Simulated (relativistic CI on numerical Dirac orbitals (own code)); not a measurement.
## Pt⁴⁺: 4f photoemission

Computed with this model: Dirac-Coulomb-Breit CI, separate exchange-only KLI orbitals for each configuration, model QED (radiative potential, 1s self-energy scaled to tabulated hydrogen-like ionisation energies), multiplet model of photoemission in the sudden approximation, unscaled Slater integrals; configurations [Xe] 4f14 5d6 → [Xe] 4f13 5d6; 300 K; Lorentzian 0.25 eV and Gaussian 0.5 eV FWHM. Energies are those of the free ion, without screening or charge transfer. The energies are binding energies and can lie tens of eV above those of solids. S is read from ⟨S²⟩ = S(S + 1).

Field parameters in Wybourne normalisation: D4h B²₀ = −7Ds, B⁴₀ = 21(Dq − Dt), B⁴₄ = 21√(5/14) Dq. The field is a parameter set, without covalency.

Computed curve for D4h, 10Dq = 44350, Ds = -1500, Dt = -330 cm⁻¹, scaled to 100 at the maximum (points under 2 are left out and the grid is thinned):

Energy (eV), Intensity and a bar:
```
    130.9        2.2 
    131.1        3.1 
    131.3        5.0 #
    131.5        9.5 ##
    131.7       22.6 ######
    131.8       35.4 ##########
    132.0       73.2 ######################
    132.2      100.0 ##############################
    132.4       83.1 #########################
    132.6       44.0 #############
    132.8       18.1 #####
    133.0        8.1 ##
    133.2        4.7 #
    133.4        3.3 
    133.6        2.6 
    133.7        2.4 
    133.9        2.2 
    134.1        2.2 
    134.3        2.6 
    134.5        3.4 
    134.7        5.6 #
    134.9       11.7 ###
    135.1       26.1 #######
    135.3       46.6 ##############
    135.5       59.7 ##################
    135.6       59.0 #################
    135.8       43.9 #############
    136.0       24.8 #######
    136.2       13.5 ###
    136.4        8.4 ##
    136.6        6.0 #
    136.8        4.7 #
    137.0        3.9 #
    137.2        3.5 
    137.4        3.6 
    137.5        3.7 
    137.7        3.8 #
    137.9        3.5 
    138.1        2.8 
    138.3        2.1
```

The ground state has S = 0.16, and the centroid lies at 133.88 eV.
